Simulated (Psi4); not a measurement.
C₄H₅N, charge -1, doublet, at a GFN2-xTB geometry (a state made from the parent by changing its charge; the spin is typed, not shown lowest) (a gas-phase anion, which may not be bound at this level); M06-2X/6-31G run with Psi4 1.11.

The Psi4 input:
```
memory 2 GB

molecule mol {
-1 2
C    -0.049955   -1.079064    0.561238
C    -1.155021   -0.306735    0.231741
C    -0.710188    0.820842   -0.474398
N     0.733699    0.833109   -0.507901
C     1.097035   -0.442224    0.064460
H    -0.060388   -2.050088    1.046251
H    -2.196072   -0.557461    0.409456
H    -1.236664    1.761882   -0.606954
H     1.143879    1.642558    0.013763
H     2.122124   -0.585571    0.394533
}

set {
  basis 6-31g
  reference uks
}

energy('m06-2x')
print_variables()
```

The log (banner, timings and long lists left out):

```
   => Loading Basis Set <=

    Name: 6-31G
    Role: ORBITAL
    Keyword: BASIS

         ---------------------------------------------------------
                                   SCF
               by Justin Turney, Rob Parrish, Andy Simmonett
                          and Daniel G. A. Smith
                              UKS Reference
         ---------------------------------------------------------

  ==> Geometry <==

    Molecular point group: c1
    Full point group: C1

    Geometry (in Angstrom), charge = -1, multiplicity = 2:

       Center              X                  Y                   Z               Mass
    ------------   -----------------  -----------------  -----------------  -----------------
         C           -0.053349804581    -1.075974730316     0.579865041722    12.000000000000
         C           -1.158415804581    -0.303645730316     0.250368041722    12.000000000000
         C           -0.713582804581     0.823931269684    -0.455770958278    12.000000000000
         N            0.730304195419     0.836198269684    -0.489273958278    14.003074004430
         C            1.093640195419    -0.439134730316     0.083087041722    12.000000000000
         H           -0.063782804581    -2.046998730316     1.064878041722     1.007825032230
         H           -2.199466804581    -0.554371730316     0.428083041722     1.007825032230
         H           -1.240058804581     1.764971269684    -0.588326958278     1.007825032230
         H            1.140484195419     1.645647269684     0.032390041722     1.007825032230
         H            2.118729195419    -0.582481730316     0.413160041722     1.007825032230

  Running in c1 symmetry.

  Rotational constants: A =      0.30111  B =      0.28175  C =      0.14792 [cm^-1]
  Rotational constants: A =   9027.04373  B =   8446.72874  C =   4434.42066 [MHz]
  Nuclear repulsion =  157.993247172201478

  Charge       = -1
  Multiplicity = 2
  Electrons    = 37
  Nalpha       = 19
  Nbeta        = 18

  ==> Algorithm <==

  SCF Algorithm Type is DF.
  DIIS enabled.
  MOM disabled.
  Fractional occupation disabled.
  Guess Type is SAD.
  Energy threshold   = 1.00e-06
  Density threshold  = 1.00e-06
  Integral threshold = 1.00e-12

  ==> Primary Basis <==

  Basis Set: 6-31G
    Blend: 6-31G
    Number of shells: 35
    Number of basis functions: 55
    Number of Cartesian functions: 55
    Spherical Harmonics?: false
    Max angular momentum: 1

  ==> DFT Potential <==

   => LibXC <=

[...]
      Ntotal   =   36.9999930965 ; deviation = -6.903e-06

   @Spin Contamination Metric:   1.695829966E-02
   @S^2 Expected:                7.500000000E-01
   @S^2 Observed:                7.669582997E-01
   @S   Expected:                5.000000000E-01
   @S   Observed:                5.000000000E-01

    Orbital Energies [Eh]
    ---------------------

    Alpha Occupied:

[...]
      19A      0.122309

    Alpha Virtual:

[...]
    Beta Occupied:

[...]
    Beta Virtual:

[...]
      55A      1.845635

    Final Occupation by Irrep:
              A
    DOCC [    18 ]
    SOCC [     1 ]
    NA   [    19 ]
    NB   [    18 ]

  @DF-UKS Final Energy:  -209.90491773046847

   => Energetics <=

    Nuclear Repulsion Energy =            157.9932471722014782
    One-Electron Energy =                -603.4866907432701737
    Two-Electron Energy =                 250.4001916733132589
    DFT Exchange-Correlation Energy =     -14.8116658327130182
    Empirical Dispersion Energy =           0.0000000000000000
    VV10 Nonlocal Energy =                  0.0000000000000000
    Total Energy =                       -209.9049177304684690

  UHF NO Occupations:
  HONO-2 :   17  A 1.9994278
  HONO-1 :   18  A 1.9926460
  HONO-0 :   19  A 1.0000000
  LUNO+0 :   20  A 0.0073540
  LUNO+1 :   21  A 0.0005722
  LUNO+2 :   22  A 0.0001879
  LUNO+3 :   23  A 0.0001009

Computation Completed

Properties will be evaluated at   0.000000,   0.000000,   0.000000 [a0]

Properties computed using the SCF density matrix

 Multipole Moments:

 ------------------------------------------------------------------------------------
     Multipole            Electronic (a.u.)      Nuclear  (a.u.)        Total (a.u.)
 ------------------------------------------------------------------------------------

 L = 1.  Multiply by 2.5417464519 to convert [e a0] to [Debye]
 Dipole X            :          0.1960766           -0.2309528           -0.0348762
 Dipole Y            :          0.0298391            0.2101578            0.2399969
 Dipole Z            :         -0.5876675            1.2671776            0.6795101
 Magnitude           :                                                    0.7214907

 ------------------------------------------------------------------------------------

  Variable Map:
  ----------------------------------------------------------------------------
[...]
  Array Variable Map:
  ----------------------------------------------------------------------------
[...]
[...]
```
